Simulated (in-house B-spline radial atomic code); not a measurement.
# Ce3+: [He] 2s2 (2p1/2)2 (2p3/2)3 3s2 3p6 3d10 4s2 4p6 4d10 4f2 5s2 5p6 (with a hole in an inner shell)

Level of theory: Dirac-Hartree-Fock, average of the jj configuration, Fermi nucleus of rms radius 4.8771 fm; calculated with an all-electron radial atomic-structure program (B-spline basis).

Screening seen three ways: the hydrogenic charge with the same mean radius, Z_r = [3n² - l(l+1)]/(2<r>), the one with the same energy, Z_e = n√(-2ε), and Slater's rules. Values are occupation-weighted means over j. An effective charge above Z reflects the relativistic contraction of the inner shells.

```json
{"shell": "1s", "electrons": "2", "ε (eV)": "-40931", "<r> (bohr)": "0.02455", "Z_r": "61.09", "Z_e": "54.85", "Slater": "57.70"}
{"shell": "2s", "electrons": "2", "ε (eV)": "-6770", "<r> (bohr)": "0.1041", "Z_r": "57.63", "Z_e": "44.61", "Slater": "54.20"}
{"shell": "2p", "electrons": "5", "ε (eV)": "-6145.9", "<r> (bohr)": "0.09143", "Z_r": "54.69", "Z_e": "42.51", "Slater": "54.20"}
{"shell": "3s", "electrons": "2", "ε (eV)": "-1541.5", "<r> (bohr)": "0.2739", "Z_r": "49.29", "Z_e": "31.93", "Slater": "47.60"}
{"shell": "3p", "electrons": "6", "ε (eV)": "-1318.5", "<r> (bohr)": "0.2709", "Z_r": "46.15", "Z_e": "29.53", "Slater": "47.60"}
{"shell": "3d", "electrons": "10", "ε (eV)": "-998", "<r> (bohr)": "0.2474", "Z_r": "42.44", "Z_e": "25.69", "Slater": "37.85"}
{"shell": "4s", "electrons": "2", "ε (eV)": "-351.4", "<r> (bohr)": "0.6268", "Z_r": "38.29", "Z_e": "20.33", "Slater": "31.25"}
{"shell": "4p", "electrons": "6", "ε (eV)": "-274.38", "<r> (bohr)": "0.6605", "Z_r": "34.82", "Z_e": "17.96", "Slater": "31.25"}
{"shell": "4d", "electrons": "10", "ε (eV)": "-158.32", "<r> (bohr)": "0.724", "Z_r": "29.01", "Z_e": "13.64", "Slater": "19.85"}
{"shell": "5s", "electrons": "2", "ε (eV)": "-75.024", "<r> (bohr)": "1.502", "Z_r": "24.96", "Z_e": "11.74", "Slater": "11.55"}
{"shell": "5p", "electrons": "6", "ε (eV)": "-52.688", "<r> (bohr)": "1.698", "Z_r": "21.50", "Z_e": "9.84", "Slater": "11.55"}
{"shell": "4f", "electrons": "2", "ε (eV)": "-40.354", "<r> (bohr)": "0.9622", "Z_r": "18.71", "Z_e": "6.89", "Slater": "12.65"}
```

The least bound orbital is 4f7/2 at -40.2 eV, while the most diffuse is 5p3/2 (<r> = 1.721 bohr against 0.9653 bohr): energy order and size order differ. The part-filled 2p shell lies below the filled 5p shell in orbital energy.

For the 1s electron the small component carries 4.61 % of the norm, the zero-frequency Breit interaction raises the level by 107.6 eV, self-energy by 64.02 eV, and vacuum polarisation lowers it by 9.536 eV.
